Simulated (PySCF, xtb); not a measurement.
hydrogen bromide cation (BrH), SMILES Br (connectivity only; charge and spin as stated), charge +1, multiplicity 2.

Harmonic wavenumbers (cm⁻¹) from GFN2-xTB (xtb) at its own minimum, in rising order: 1955.

Q: What does PBE-D3(BJ)/def2-TZVPD in PySCF give at its own minimum? (The exact figures need the calculation; the answer reports its results.)

A: 2360. Paired by order, the mean absolute difference is 405 cm⁻¹ and the zero-point energies are 2.8 and 3.4 kcal/mol.
